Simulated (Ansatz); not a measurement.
`CCC(/C=C/NC)=N/C`. The species carries charge 0 and has multiplicity 1. The structure was optimised at the PBE0-D4/def2-TZVP level. It is one conformer, not always the lowest.

```xyz
23

C    -2.039    0.887   -1.298
C    -0.947   -0.070   -1.764
C    -0.520   -1.032   -0.683
C     0.392   -0.581    0.352
C     0.971    0.636    0.374
N     1.878    1.074    1.284
C     2.161    2.473    1.463
N    -1.040   -2.201   -0.739
C    -0.719   -3.169    0.280
H    -2.353    1.548   -2.109
H    -2.913    0.325   -0.962
H    -1.708    1.511   -0.464
H    -1.323   -0.678   -2.588
H    -0.088    0.493   -2.144
H     0.625   -1.273    1.155
H     0.755    1.363   -0.403
H     2.032    0.479    2.082
H     3.137    2.598    1.935
H     1.411    2.993    2.074
H     2.201    2.962    0.487
H    -1.027   -2.842    1.282
H    -1.242   -4.102    0.063
H     0.355   -3.393    0.323
```

(1) What is the dipole moment at PBE/def2-TZVPP? (Best estimate.)

(2) And with r2SCAN, B3LYP, ωB97M-V? (Best estimate.)

(3) Give the Mulliken charges with PBE, B3LYP, r2SCAN in def2-TZVPP. (Estimate.)

Results:

(1) The calculation gave: 5.05 D, with components (2.78, 3.26, 2.68) D in this frame, pointing from negative to positive charge.

(2) Computed: r2SCAN 5.13 D, B3LYP 5.01 D, ωB97M-V 4.90 D.

(3) Computed: 
```json
{"atom": "C1", "PBE": "-0.27", "B3LYP": "-0.27", "r2SCAN": "-0.17"}
{"atom": "C2", "PBE": "-0.04", "B3LYP": "-0.06", "r2SCAN": "0.02"}
{"atom": "C3", "PBE": "0.01", "B3LYP": "0.05", "r2SCAN": "0.11"}
{"atom": "C4", "PBE": "-0.19", "B3LYP": "-0.22", "r2SCAN": "-0.24"}
{"atom": "C5", "PBE": "0.02", "B3LYP": "0.06", "r2SCAN": "0.09"}
{"atom": "N6", "PBE": "-0.14", "B3LYP": "-0.19", "r2SCAN": "-0.21"}
{"atom": "C7", "PBE": "-0.17", "B3LYP": "-0.16", "r2SCAN": "-0.03"}
{"atom": "N8", "PBE": "-0.16", "B3LYP": "-0.21", "r2SCAN": "-0.27"}
{"atom": "C9", "PBE": "-0.17", "B3LYP": "-0.18", "r2SCAN": "-0.03"}
{"atom": "H10", "PBE": "0.08", "B3LYP": "0.08", "r2SCAN": "0.04"}
{"atom": "H11", "PBE": "0.09", "B3LYP": "0.09", "r2SCAN": "0.06"}
{"atom": "H12", "PBE": "0.06", "B3LYP": "0.07", "r2SCAN": "0.03"}
{"atom": "H13", "PBE": "0.06", "B3LYP": "0.07", "r2SCAN": "0.04"}
{"atom": "H14", "PBE": "0.04", "B3LYP": "0.05", "r2SCAN": "0.01"}
{"atom": "H15", "PBE": "0.03", "B3LYP": "0.05", "r2SCAN": "0.03"}
{"atom": "H16", "PBE": "0.06", "B3LYP": "0.08", "r2SCAN": "0.06"}
{"atom": "H17", "PBE": "0.15", "B3LYP": "0.14", "r2SCAN": "0.14"}
{"atom": "H18", "PBE": "0.10", "B3LYP": "0.10", "r2SCAN": "0.06"}
{"atom": "H19", "PBE": "0.10", "B3LYP": "0.10", "r2SCAN": "0.06"}
{"atom": "H20", "PBE": "0.09", "B3LYP": "0.10", "r2SCAN": "0.06"}
{"atom": "H21", "PBE": "0.07", "B3LYP": "0.08", "r2SCAN": "0.04"}
{"atom": "H22", "PBE": "0.09", "B3LYP": "0.10", "r2SCAN": "0.05"}
{"atom": "H23", "PBE": "0.08", "B3LYP": "0.08", "r2SCAN": "0.04"}
```

B3LYP here is the variant with VWN-RPA as its local correlation; programs differ in this.
